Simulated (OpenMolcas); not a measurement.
An atom or ion with 80 electrons was computed by SS-CASPT2, IPEA 0.25 Eh, imaginary shift 0.1 Eh with spin-orbit coupling (OpenMolcas, ANO-RCC-VTZP, DKH2). The lowest levels that the run gave, each within 12 % of the measured value where one is at hand:

```tsv
J	Parity	E (cm⁻¹)	g
0	even	0.0	
0	odd	37836	
1	odd	39122	1.484
2	odd	43118	1.501
1	odd	52648	1.018
```

Which ion is it, and what are the configurations and terms?

Hg (Z = 80, neutral; active space 2 electrons in 4 orbitals (6s 6p)). J, parity and g give the terms where levels are pure, and mixed ones are named by the computed weights; the size of the splittings, set against known spectra of the 80-electron sequence, gives the charge. In order, with the measured energies in cm⁻¹ (NIST Handbook of Basic Atomic Spectroscopic Data): 6s² ¹S₀, 6s 6p ³P°₀ (37645), 6s 6p ³P°₁ (39412), 6s 6p ³P°₂ (44043), 6s 6p ¹P°₁ (54069).

Terms from blocks run as CI alone lack orbitals of their own. Spin-orbit splittings of 6p shells tend to come out small when the coupling is added on scalar orbitals. Measured partners are found by configuration, term and J. A level has none where our copy of the source lacks it or the pairing is in doubt (some pairs that miss far off the trend of their configuration count as doubtful), and it then counts in no deviation. Levels of configurations outside the active space are missing.

° marks odd parity.
